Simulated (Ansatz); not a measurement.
Consider the silylene formation by 1,1-elimination: `B[SiH2]N[SiH2]F` → `B[SiH2]N` + `F[SiH]`.

Program: Ansatz. Geometries: PBE0-D4/def2-TZVP. ΔE: electronic, gas phase. CBS: MP2 limit from def2 TZ/QZ plus the TZ coupled-cluster correction, frozen cores. This one scheme is used for every species. Functionals use def2-TZVPP. HSE06 is defined as in plane-wave codes. Each species was taken in one conformer, which may not be the lowest.

CCSD(T)/CBS gives +280.6 kJ/mol.

(1) Another level gave +276.0 kJ/mol. Which?
A. ωB97X-V/def2-TZVPP
B. LDA (SPW92)/def2-TZVPP
C. CAM-B3LYP-D4/def2-TZVPP
D. HSE06/def2-TZVPP

Largest T1 diagnostic among the species: 0.015.

## Answers

(1) D. HSE06 276.0, ωB97X-V 287.9, CAM-B3LYP-D4 281.9, LDA (SPW92) 313.2 kJ/mol.

From PBE to PBE0 (25 % exact exchange), in def2-TZVPP and without D4, ΔE moves by +16.0 kJ/mol. The D4 term adds +20.2 kJ/mol with B3LYP and +10.7 kJ/mol with PBE0; it sums over pairs of atoms, weighted by their polarisabilities, and B3LYP, whose exchange is more repulsive, gets the larger term. At CCSD(T), def2-SVP lies −5.4 kJ/mol from the extrapolated value and def2-TZVPP −4.5 kJ/mol.

B3LYP here is the variant with VWN-RPA as its local correlation; programs differ in this.
